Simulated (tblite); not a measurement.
C7H15N.
Atom-mapped SMILES: `[CH2:1]=[N:2][CH2:3][C:4]([CH3:5])([CH3:6])[CH2:7][CH3:8]` (hydrogens: H9, H10 on C1; H11, H12 on C3; H13, H14, H15 on C5; H16, H17, H18 on C6; H19, H20 on C7; H21, H22, H23 on C8)

Computed geometry: GFN2-xTB, gas phase.

What internal coordinates does the optimisation give?

```json
{"bond": "C1=N2", "length (bohr)": "2.361"}
{"bond": "N2–C3", "length (bohr)": "2.702"}
{"bond": "C3–C4", "length (bohr)": "2.920"}
{"bond": "C4–C5, C4–C6", "length (bohr)": "2.889"}
{"bond": "C4–C7", "length (bohr)": "2.909"}
{"bond": "C7–C8", "length (bohr)": "2.880"}
{"bond": "C1–H9", "length (bohr)": "2.074"}
{"bond": "C1–H10", "length (bohr)": "2.042"}
{"bond": "C3–H11", "length (bohr)": "2.086"}
{"bond": "C3–H12", "length (bohr)": "2.069"}
{"bond": "C5–H13 and 5 like bonds", "length (bohr)": "2.054"}
{"bond": "C7–H19, C7–H20", "length (bohr)": "2.066"}
{"bond": "C8–H21, C8–H22, C8–H23", "length (bohr)": "2.054"}
```

Bonds in one row agree within 0.02 bohr and their mean is given. A selection of angles:
```json
{"angle": "N2–C1–H9", "degrees": "124.5"}
{"angle": "N2–C1–H10", "degrees": "118.6"}
{"angle": "H9–C1–H10", "degrees": "116.9"}
{"angle": "C1–N2–C3", "degrees": "120.6"}
{"angle": "N2–C3–C4", "degrees": "111.1"}
{"angle": "N2–C3–H11", "degrees": "112.3"}
{"angle": "N2–C3–H12", "degrees": "106.5"}
{"angle": "C4–C3–H11", "degrees": "109.9"}
{"angle": "C4–C3–H12", "degrees": "108.4"}
{"angle": "H11–C3–H12", "degrees": "108.5"}
{"angle": "C3–C4–C5", "degrees": "108.3"}
{"angle": "C3–C4–C6", "degrees": "108.6"}
{"angle": "C3–C4–C7", "degrees": "107.7"}
{"angle": "C5–C4–C6", "degrees": "109.8"}
{"angle": "C5–C4–C7", "degrees": "111.1"}
{"angle": "C4–C5–H13", "degrees": "110.8"}
{"angle": "C4–C5–H15", "degrees": "110.4"}
{"angle": "H13–C5–H14", "degrees": "108.6"}
{"angle": "H13–C5–H15", "degrees": "108.3"}
{"angle": "C4–C7–C8", "degrees": "115.7"}
{"angle": "C4–C7–H19", "degrees": "107.8"}
{"angle": "C8–C7–H19", "degrees": "108.8"}
{"angle": "H19–C7–H20", "degrees": "107.4"}
{"angle": "C7–C8–H21", "degrees": "111.2"}
{"angle": "C7–C8–H22", "degrees": "109.4"}
{"angle": "H21–C8–H22", "degrees": "108.0"}
{"angle": "H21–C8–H23", "degrees": "108.7"}
```

Dihedral angles: C1–N2–C3–C4 -127° (anticlinal); N2–C3–C4–C5 -177° (antiperiplanar); C3–C4–C7–C8 178° (antiperiplanar). The mirror-image conformer, all signs reversed, is as good.

N2 (imine nitrogen) is bent (angle 120.6°). The C–N distances run from 1.249 Å (C1=N2, drawn double) to 1.430 Å (N2–C3, drawn single), a spread of 0.181 Å. The C–C distances run from 1.524 Å (C7–C8, drawn single) to 1.545 Å (C3–C4, drawn single), a spread of 0.021 Å. Of the pairs four or more bonds apart, N2···H19 is among the closest relative to their van der Waals radii: 2.53 Å, 92 % of the sum of Bondi's values.

Point group: C1 (no symmetry element, even within 0.4 Å). Its GFN2-xTB frequencies are all real (lowest 47 cm⁻¹). One conformer, not necessarily the lowest. 3 starts were optimised and ended at 0.00, 0.00 and 0.39 kcal/mol (GFN2-xTB); the lowest of these is shown.
